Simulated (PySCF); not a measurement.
**Spin states and ions at one geometry of Ir3**

PySCF 2.14.0, UKS r2SCAN, Ir def2-SVP with ECP60; non-relativistic Hamiltonian with scalar-relativistic core potentials where named; density fitting; no spin-orbit coupling; singlets restricted, open shells unrestricted. The geometry is relaxed for charge 0, quartet, vacuum:

```xyz
3

Ir    0.0000    0.0000    2.2251
Ir    0.0000    0.0000    0.0000
Ir    0.0000    0.0000   -2.2251
```

Energies count from the relaxed state; an electron taken off or put on is at rest in vacuum. Charges and spins are Mulliken's.

```csv
state,energy (eV),spin squared,charge on Ir1 (e),spin on Ir1 (e),dipole about the centre of mass (D)
"charge 0, quartet, vacuum",0.00,3.76,0.13,1.11,0.00
"charge 0, doublet, vacuum",0.33,0.76,0.13,0.47,0.00
"charge +1, triplet, vacuum",8.24,2.22,0.60,2.10,0.18
"charge +1, quintet, vacuum",8.20,6.01,0.57,1.51,0.00
"charge -1, triplet, vacuum",-2.30,2.00,-0.38,0.69,0.01
"charge -1, quintet, vacuum",-2.18,6.03,-0.34,1.52,0.02
```

Question: What does the state charge 0, sextet, vacuum give?

Answer: energy (eV) 0.33, spin squared 8.77, charge on Ir1 (e) 0.17, spin on Ir1 (e) 1.81, dipole about the centre of mass (D) 0.01.

With an electron taken off (quintet, the lower of the two states computed) the charges change, summed by element, by Ir +1.00 e. The vertical ionisation energy is 8.20 eV, against −ε(HOMO) = 5.66 eV over both spins of the relaxed state. The level lies 2.5 eV too high, as is usual for semilocal functionals and global hybrids, which keep a self-interaction error.

With an electron put on (triplet, the lower of the two states computed) the charges change, summed by element, by Ir -1.00 e. The vertical electron affinity is 2.30 eV, against −ε(LUMO) = 5.26 eV over both spins of the relaxed state. The basis has no diffuse functions, which an added electron needs. The added electron's level lies above zero.

Open shells may have lower solutions than those found. Hard to converge, so the more doubtful: charge -1, quintet, vacuum.

No frequency check is given that shows the relaxed geometry to be a minimum.
